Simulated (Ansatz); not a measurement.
```yaml
crystal:
  periodic: [false, false, false]
  atoms:
    - {symbol: N, position_ang: [-0.319240, -1.661436, 0.845629]}
    - {symbol: Si, position_ang: [0.125454, -0.069484, 0.421883]}
    - {symbol: O, position_ang: [1.365005, 0.334742, 1.419847]}
    - {symbol: N, position_ang: [0.561176, 0.360037, -1.181899]}
    - {symbol: Ga, position_ang: [-0.775378, 1.584077, -1.488888]}
    - {symbol: S, position_ang: [-1.647628, 1.161293, 0.502902]}
    - {symbol: H, position_ang: [0.380797, -2.373967, 0.976085]}
    - {symbol: H, position_ang: [-1.190230, -2.046142, 0.519388]}
    - {symbol: H, position_ang: [1.248777, 0.080704, 2.337273]}
    - {symbol: H, position_ang: [1.399139, 0.123015, -1.685052]}
    - {symbol: H, position_ang: [-1.147872, 2.507159, -2.667178]}
basis:
  gaussian: {orbitals: def2-SVP}
magnetization: {spin_polarized: true, initial_magnetization: 0}
hamiltonian: {xc: {name: B3LYP5}}
output: {forces: true}
```

```sh
$ ansatz run in.yaml --threads 2 --pin off --events-out ev --progress --plain --max-ram 32768MiB --backend cpu
```

Shortened log:

```
Functional definition: B3LYP5
1320 factors; integrals over basis functions are off by at most 9.8e-4 eV
mean field evaluation 1: about -76164.1974 eV, gradient 6.6e1 eV
mean field evaluation 2: about -76113.3783 eV, gradient 1.1e2 eV
mean field evaluation 4: about -76180.3389 eV, gradient 8.8e0 eV
mean field evaluation 8: about -76180.7521 eV, gradient 8.4e-1 eV
mean field evaluation 16: about -76180.7553 eV, gradient 5.5e-4 eV
mean field -76180.75532395 eV, -2799.5911209844 hartree, gradient 3.0e-5 eV, S^2 0.000000; 0 other end points of the search recorded, 0 dependent functions left out
reference -76180.75560195 eV, -2799.5911312009 hartree; 44, 44 occupied and 91, 91 virtual orbitals, 1320 factors
Total energy: -76180.75560195 eV, -2799.5911312009 hartree
Atom 0 at    -0.319240    -1.661436     0.845629 Å, force    -0.091165    -0.082027     0.174356 eV/Å
Atom 1 at     0.125454    -0.069484     0.421883 Å, force    -0.204079    -0.221543     0.098520 eV/Å
Atom 2 at     1.365005     0.334742     1.419847 Å, force     0.644947     0.298954     0.211139 eV/Å
Atom 3 at     0.561176     0.360037    -1.181899 Å, force    -0.031483     0.135986    -0.343271 eV/Å
Atom 4 at    -0.775378     1.584077    -1.488888 Å, force    -0.105982     0.283011    -0.373221 eV/Å
Atom 5 at    -1.647628     1.161293     0.502902 Å, force    -0.464535     0.187292     0.276702 eV/Å
Atom 6 at     0.380797    -2.373967     0.976085 Å, force     0.266482    -0.305906     0.050791 eV/Å
Atom 7 at    -1.190230    -2.046142     0.519388 Å, force    -0.342385    -0.180879    -0.104232 eV/Å
Atom 8 at     1.248777     0.080704     2.337273 Å, force    -0.003149    -0.070576     0.317654 eV/Å
Atom 9 at     1.399139     0.123015    -1.685052 Å, force     0.344696    -0.108672    -0.210549 eV/Å
Atom 10 at    -1.147872     2.507159    -2.667178 Å, force    -0.013347     0.064361    -0.097887 eV/Å
Dipole moment:     0.223507    -0.406166    -0.229387 e Å
```

Run time 7 s (2 threads of an AMD EPYC 7R13 on a shared host); peak host memory 0.56 GiB.
